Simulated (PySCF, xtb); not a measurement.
C2H6OSi2, SMILES C1=C[SiH2]O[SiH2]1.

Harmonic wavenumbers (cm⁻¹) from GFN2-xTB (xtb) at its own minimum, in rising order: 139, 263, 368, 451, 494, 504, 568, 577, 621, 627, 708, 714, 747, 782, 784, 805, 920, 939, 1097, 1285, 1586, 2270, 2278, 2287, 2292, 3025, 3044.

### Question
What does PBE0-D3(BJ)/def2-SVP (PySCF 2.14.0) give at its own minimum? (An estimate is asked for; the answer gives what the named calculation found.)

### Answer
152, 267, 425, 479, 510, 655, 678, 691, 693, 703, 716, 768, 821, 940, 969, 976, 991, 1028, 1085, 1295, 1600, 2237, 2239, 2240, 2248, 3158, 3178. Paired by order, the mean absolute difference is 71 cm⁻¹ and the zero-point energies are 43.1 and 45.4 kcal/mol.
